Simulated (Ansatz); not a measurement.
Job for Ansatz (a first-principles code): R-BLYP/def2-TZVPPD on CH2N2O (a complex). Files ending in .json are basis or fitting sets from the Basis Set Exchange.

Ansatz 0.2 input:
```yaml
crystal:
  periodic: [false, false, false]
  atoms:
    - {symbol: N, position_ang: [-0.34312846, 0.10551158, -0.85592625]}
    - {symbol: N, position_ang: [0.26455742, -0.08135483, 0.03025079]}
    - {symbol: C, position_ang: [0.56148386, -0.24332886, 3.19898046]}
    - {symbol: O, position_ang: [-0.48424015, 0.02542717, 3.72043595]}
    - {symbol: H, position_ang: [0.83024462, -1.28006895, 2.91903491]}
    - {symbol: H, position_ang: [1.31858377, 0.52981404, 2.96558228]}
basis:
  gaussian:
    orbitals: def2-TZVPPD.json
hamiltonian:
  xc: {name: BLYP}
scf: {lower_state_search: off}
```

The log:

```
WARN ansatz: RAYON_NUM_THREADS=2 ignored (pool sized by the plan → 2); use --threads N
Functional definition: BLYP
these checks for a lower state are left out or cut short: stability, starts, cluster_reference, orbital_swaps, neighbouring_geometries, increment
integrals: 0.06 GiB planned
834 factors; their error is unknown
mean field: 0.59 GiB planned
mean field evaluation 1: about -6091.2578 eV, gradient 5.9e1 eV
mean field evaluation 2: about -6072.0576 eV, gradient 1.1e2 eV
mean field evaluation 4: about -6097.7754 eV, gradient 5.7e0 eV
mean field evaluation 8: about -6097.8477 eV, gradient 4.0e-2 eV
mean field evaluation 16: about -6097.8288 eV, gradient 2.8e-5 eV
mean field -6097.82876138 eV, -224.0910737239 hartree, gradient 7.7e-6 eV, S^2 0.000000; 0 other end points of the search recorded, 0 dependent functions left out
reference -6097.82910724 eV, -224.0910864342 hartree; 15, 15 occupied and 170, 170 virtual orbitals, 834 factors
Total energy: -6097.82910724 eV, -224.0910864342 hartree
Checks for a lower state left out: stability, starts, cluster_reference, orbital_swaps, neighbouring_geometries, increment
```

The calculation finished and met its thresholds.

Cost: around 1.5 core-seconds (rough).
